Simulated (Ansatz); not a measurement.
The molecule BeAl, multiplicity 2 (lowest of 2S+1 = 2, 4 at CCSD(T)/def2-TZVPP on PBE0 minima; our sources give no spin for the ground state, which may be another).

The constants come from a fifth-degree fit in 1/R (seven points, main isotopes). In def2 and cc sets the state is the lowest found near the PBE0 minimum, followed along R.

Cores are frozen in the correlated methods.

Programs: Ansatz (a quantum-chemistry and plane-wave program) with Gaussian orbitals. Each number belongs to the level named beside it.

Energies at CCSD/aug-cc-pV(T+d)Z:

| R (Å) | E (hartree) |
|---|---|
| 2.243305 | -256.55904163 |
| 2.303609 | -256.56093455 |
| 2.359089 | -256.56198168 |
| 2.421805 | -256.56253624 |
| 2.484521 | -256.56257917 |
| 2.556885 | -256.56216901 |
| 2.641311 | -256.56128191 |

With a reduced mass of 6.7557 u, find the minimum, the force constant and the constants.

A fifth-degree polynomial in 1/R puts the minimum at r_e = 2.4586 Å with force constant 47.3 N/m. Then ω_e = (1/2πc)√(k/μ) = 345 cm⁻¹ and B_e = h/(8π²cμr_e²) = 0.4128 cm⁻¹; the cubic and quartic terms give α_e = 0.0091 and ω_e x_e = 8.2 cm⁻¹.
